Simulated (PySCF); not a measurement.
CH₁₀Si₄, SMILES [SiH3][Si@@H]1C[SiH2][SiH2]1.

Geometry optimised at ωB97X-D3(BJ)/def2-SVP. The structure was generated by enumeration; whether it is a known compound was not checked.

Two levels are set side by side: PBE/def2-TZVP (PySCF) and HF/def2-TZVP (PySCF). Same geometry, gas phase. Differences are taken from unrounded values.

```
quantity                        HF    PBE  PBE minus HF
---------------------------  -----  -----  ------------
orbital gap (eV)             11.61   4.69         -6.92
highest occupied level (eV)  -9.28  -6.09          3.19
lowest empty level (eV)       2.33  -1.41         -3.74
dipole moment (D)             0.40   0.55          0.15
mean polarisability (bohr³)  119.8  134.6          14.8
```

PBE's occupied levels lie high since its potential decays too fast outside the molecule; exact exchange lowers them and widens the gap. Loosely held outer electrons make PBE densities more polarisable. Differences between two approximate levels are no errors against the true value.

Rough cost on one machine, each run with all the roots and properties that it gave: HF against PBE about 1/3.
